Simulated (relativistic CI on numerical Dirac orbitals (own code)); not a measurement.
Cr2+ in a cubic cluster: 3s photoemission with charge transfer

Computed with a charge-transfer multiplet model of a cubic metal-ligand cluster with up to 2 ligand holes, Slater and spin-orbit integrals from Dirac-Coulomb-Breit ions, Slater integrals scaled by 0.8. The ground state mixes d4 with configurations of k ligand holes L, whose averages lie at kΔ + k(k − 1)U_dd/2; a core hole lowers each added d electron by U_cd. 20 K, Lorentzian 1.4 eV and Gaussian 0.8 eV FWHM.

Atomic integrals in eV (Slater integrals scaled, ζ unscaled), ground: F2dd 7.675, F4dd 4.768, zeta_d 0.027; with the core hole: F2dd 8.667, F4dd 5.429, zeta_d 0.034, G2cd 8.892.

Cluster parameters (eV): Δ = 4, U_cd = 6.2, 10Dq = 0.7, 10Dq(ligand) = 1.1, V(eg) = 1.6, V(t2g) = -0.7, final-state hopping factor = 0.8.

```csv
Case,n_d,d4,d5L,d6L2,S
U_dd = 4.2 eV,4.36,0.66,0.32,0.02,2.00
U_dd = 5.6 eV,4.35,0.67,0.32,0.02,2.00
U_dd = 7.7 eV,4.34,0.68,0.31,0.01,2.00
```

Weights, n_d and S are thermal averages at 20 K. Binding energies count from the first peak over 30 % of the highest in each spectrum, which can be another peak from case to case. The parameters are a model scan and need not match a compound or its usual spin state. Peaks in eV (height, largest 100):
- U_dd = 4.2 eV: 0.0 (100), 4.5 (63), 6.3 (55), 10.0 (89), 15.4 (41)
- U_dd = 5.6 eV: 0.0 (100), 4.5 (71), 7.1 (49), 10.1 (93), 15.8 (39)
- U_dd = 7.7 eV: 0.0 (100), 4.5 (78), 7.8 (44), 10.3 (93), 16.3 (36)

Curve for U_dd = 5.6 eV (points under 2 left out, the grid thinned):

| E (eV) | Intensity |
| --- | --- |
| -3.1 | 7.0 |
| -2.6 | 9.6 |
| -2.0 | 15.1 |
| -1.5 | 24.7 |
| -0.9 | 50.7 |
| -0.4 | 85.6 |
| 0.2 | 95.9 |
| 0.7 | 64.4 |
| 1.3 | 33.6 |
| 1.8 | 23.0 |
| 2.4 | 19.9 |
| 2.9 | 23.1 |
| 3.5 | 37.3 |
| 4.0 | 59.0 |
| 4.6 | 69.6 |
| 5.1 | 54.7 |
| 5.7 | 41.6 |
| 6.2 | 41.0 |
| 6.8 | 47.8 |
| 7.3 | 48.1 |
| 7.9 | 37.2 |
| 8.4 | 33.9 |
| 8.9 | 41.3 |
| 9.5 | 67.5 |
| 10.0 | 91.3 |
| 10.6 | 77.4 |
| 11.1 | 47.3 |
| 11.7 | 27.2 |
| 12.2 | 21.1 |
| 12.8 | 17.6 |
| 13.3 | 15.7 |
| 13.9 | 15.1 |
| 14.4 | 16.8 |
| 15.0 | 24.5 |
| 15.5 | 35.8 |
| 16.1 | 37.2 |
| 16.6 | 25.3 |
| 17.2 | 14.1 |
| 17.7 | 9.8 |
| 18.3 | 7.4 |
| 18.8 | 6.1 |
| 19.4 | 4.6 |
| 19.9 | 3.4 |
| 20.5 | 2.5 |
| 21.0 | 2.0 |

For the case U_dd = 5.6 eV, Δ = 4 eV is smaller than U_dd = 5.6 eV, the charge-transfer side of the Zaanen-Sawatzky-Allen scheme. With the core hole the average of the configuration with one ligand hole lies at Δ − U_cd = -2.2 eV before mixing: the effective hopping of about 2.3 eV (from the holes of the mixed ground state) is comparable with this gap or larger, so the configurations mix strongly.

Without intra-shell correlation the exchange splitting of the 3s hole comes out too large.
